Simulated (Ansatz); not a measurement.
Two isomers of C3H6BFSi: A = `C=CC1[SiH2]B1F`, B = `CB1C=C(F)[SiH2]1`.

Gas-phase electronic energies from Ansatz, PBE0-D4/def2-TZVP geometries. CCSD(T)/CBS is the MP2 limit (def2-TZVPP, def2-QZVPP) plus CCSD(T) − MP2 in def2-TZVPP, frozen cores. DFT in def2-TZVPP. B3LYP here is the variant with VWN-RPA as its local correlation; programs differ in this. Each species was taken in one conformer, which may not be the lowest.

A:

Z-matrix (Å, degrees):
```
C
C 1 1.465
B 1 1.513 2 127.2
Si 1 2.028 2 135.2 3 -89.1
H 1 1.097 2 114.0 3 154.4
C 2 1.330 1 125.3 3 -159.6
H 2 1.088 1 116.0 3 19.9
F 3 1.316 1 133.5 2 17.9
H 4 1.480 1 106.4 2 -116.5
H 4 1.486 1 122.2 2 13.0
H 6 1.083 2 121.3 1 179.6
H 6 1.086 2 121.6 1 -0.3
```

B:

```xyz
12

C     1.140    1.265    1.080
B     0.221    0.324    0.255
C    -1.304    0.150    0.226
C    -1.448   -0.853   -0.677
F    -2.607   -1.374   -1.047
Si    0.364   -1.160   -1.123
H     0.610    2.028    1.654
H     1.888    1.753    0.447
H     1.719    0.655    1.785
H    -2.124    0.643    0.747
H     0.851   -2.530   -0.794
H     0.691   -0.902   -2.554
```

Task: Which is lower in electronic energy at CCSD(T)/CBS, and by how much? (An estimate is asked.)

Result: Ansatz gave: A, by 31.5 kJ/mol.

Task: Give E(B) − E(A) in kJ/mol with HF/def2-TZVPP, r2SCAN-D4, ωB97M-V, B2PLYP, CCSD/def2-TZVPP, CCSD(T)/def2-TZVPP, B3LYP. (Best estimate.)

Result: The calculation gave: HF/def2-TZVPP 12.7, r2SCAN-D4 30.5, ωB97M-V 24.0, B2PLYP 32.3, CCSD/def2-TZVPP 28.9, CCSD(T)/def2-TZVPP 30.9, B3LYP 33.3. None reverses the order clearly.

Largest T1 diagnostic: 0.014.

From PBE to PBE0 (25 % exact exchange), in def2-TZVPP and without D4, E(B) − E(A) moves by −6.6 kJ/mol. In def2-TZVPP, CCSD(T) changes the Hartree–Fock value by +18.2 kJ/mol (the triples alone add +2.1 kJ/mol) and MP2 by +21.4 kJ/mol.
